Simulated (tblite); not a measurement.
Compound: C₆H₉FO (charge +1 and doublet state).
Geometry (GFN2-xTB, Å), atoms numbered from 1 in this order:
```
atom  x, y, z in Å
C1    -2.443    0.364   -0.134
C2    -1.113    0.119   -0.039
C3    -0.073    1.162    0.098
C4     1.281    0.460    0.137
O5     2.099    1.048    1.069
C6     0.940   -1.047    0.471
F7     1.815   -1.869   -0.154
C8    -0.495   -1.232   -0.038
H9    -2.833    1.370   -0.131
H10   -3.159   -0.437   -0.219
H11   -0.121    1.918   -0.694
H12   -0.216    1.733    1.026
H13    1.743    0.435   -0.866
H14    3.027    0.783    0.988
H15    1.043   -1.219    1.550
H16   -1.064   -1.964    0.538
H17   -0.437   -1.611   -1.067
```

Structure optimised with GFN2-xTB, isolated species. This method treats the open shell by occupation alone, without spin polarisation.

Masses are those of the commonest isotopes; rigid-rotor values at the optimised geometry. The values belong to one conformer with, in the numbering `[CH2+:1][C:2]1[CH2:3][C@@H:4]([OH:5])[C@H:6]([F:7])[CH2:8]1`, H–C1–C2–C3 1° and -179°, C3–C4–O5–H -166°, C1–C2–C3–C4 -179°, C2–C3–C4–O5 -139°, C3–C4–C6–F7 146°, C4–C6–C8–C2 -25°.

(1) What are A, B and C (GHz)?

(2) What kind of rotor is it?

(3) Is it planar, by Δ = Ic − Ia − Ib?

(4) Estimate the classical rotational partition function at 25 K, 100 K and 500 K.

Answers

(1) Ia = 163.63, Ib = 295.27, Ic = 431.22 u·Å²; 505379 MHz·u·Å²/I gives 3089, 1712 and 1172 MHz, that is A = 3.0886, B = 1.7116, C = 1.1720 GHz.

(2) An asymmetric top; Ray's κ = -0.437.

(3) Not planar: Δ = Ic − Ia − Ib = -27.67 u·Å². For a rigid frame Δ = −2 Σ m c², so Σ m c² = 13.84 u·Å² lies off the ab plane: 7.19 from hydrogen and 6.64 from heavier atoms. The atom farthest from that plane is 1.41 Å away.

(4) Point group C1, symmetry number σ = 1; q = (√π/σ)·√((kT/h)³/(ABC)), k/h = 20836.6 MHz/K: 8470 at 25 K, 67700 at 100 K, 757000 at 500 K.

For this open shell read J as N, the rotation without spin; fine and hyperfine splittings come on top. Its GFN2-xTB frequencies are all real (lowest 67 cm⁻¹). Zero-point vibration and centrifugal distortion are left out.

These are computed values.
